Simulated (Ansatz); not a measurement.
Calculated with Ansatz (gas phase, PBE0-D4/def2-TZVP geometries, no zero-point term in ΔE). CBS: MP2 limit from def2 TZ/QZ plus the TZ coupled-cluster correction, frozen cores. This one scheme is used for every species. Double bonds are as drawn, so ΔE can hold a change between cis and trans. DFT in def2-TZVPP. B3LYP here is the variant with VWN-RPA as its local correlation; programs differ in this. One conformer a species, not always the lowest.

Consider the ligand exchange at the Si–C bond: `C/C(Cl)=C(\F)[SiH3]` + `O[Si]1(Cl)CO1` → `[SiH3]O[Si]1(Cl)CO1` + `C/C(Cl)=C/F`.

```
             level  ΔE (kJ/mol)  difference from CCSD(T)/CBS
          B3LYP-D4       -107.3                         -2.0
           ωB97X-V       -103.9                          1.4
            r2SCAN       -101.4                          3.9
             B3LYP       -109.5                         -4.2
     HF/def2-TZVPP       -134.4                        -29.1
SCS-MP2/def2-TZVPP       -111.3                         -6.0
CCSD(T)/def2-TZVPP       -105.6                         -0.3
    MP2/def2-QZVPP       -107.0                         -1.7
      HF/CBS(def2)       -137.6                        -32.3
    CCSD/CBS(def2)       -110.5                         -5.2
       CCSD(T)/CBS       -105.3                            0
```

Largest T1 diagnostic among the species: 0.012.

From PBE to PBE0 (25 % exact exchange), in def2-TZVPP and without D4, ΔE moves by −8.4 kJ/mol. In def2-TZVPP, CCSD(T) changes the Hartree–Fock value by +28.8 kJ/mol (the triples alone add +5.2 kJ/mol) and MP2 by +28.2 kJ/mol.
